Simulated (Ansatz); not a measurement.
Ansatz results at the PBE0-D4/def2-TZVP geometry: HOMO energy (PBE/def2-TZVPP) -6.41 eV; HOMO–LUMO gap (B3LYP/def2-TZVPP) 6.71 eV; HOMO–LUMO gap (PBE/def2-TZVPP) 5.01 eV.

(1) Which molecule gave them?
A. `BrC1CO[SiH2]1`
B. `F[SiH]1C=NC1`
C. `C=C(C)C(C)C`
D. `N=C[S][SnH3]`

Answers

(1) A. The others give `N=C[S][SnH3]`: -6.13, 5.90, 4.45; `F[SiH]1C=NC1`: -5.80, 5.51, 3.49; `C=C(C)C(C)C`: -5.92, 7.14, 5.46.

B3LYP here is the variant with VWN-RPA as its local correlation; programs differ in this.
